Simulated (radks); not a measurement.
Values are calculated unless marked as measured or tabulated.
Coulomb parameter of the 4f shell of the erbium ion Er3+ in the model configuration [Xe] 4f9 5d2, as a second difference U = [E(n + 0.5) + E(n - 0.5) - 2 E(n)] / (0.5)^2 with all orbitals relaxed. "Bare": the charge of the atom changes with n. "Screened": the 5d shell takes up the change at fixed total charge, which measures U(4f,4f) + U(5d,5d) - 2 U(4f,5d). Level of theory: scalar-relativistic Kohn-Sham, LDA (Slater exchange, Perdew-Wang correlation), spin-unpolarised, spherical densities, finite nucleus; Fermi nuclear charge, rms radius 5.2516 fm (a radial shooting solver on a logarithmic mesh with Libxc functionals).

| case | configuration | E - E(n) (eV) |
|---|---|---|
| start | [Xe] 4f9 5d2 | 0.000 |
| bare +0.5 | [Xe] 4f9.5 5d2 | -23.107 |
| bare -0.5 | [Xe] 4f8.5 5d2 | 28.446 |
| screened +0.5 | [Xe] 4f9.5 5d1.5 | -10.377 |
| screened -0.5 | [Xe] 4f8.5 5d2.5 | 12.024 |

U(bare) = 21.354 eV, U(screened by 5d) = 6.588 eV, against the Slater integral F0(4f,4f) = 35.722 eV with frozen orbitals.
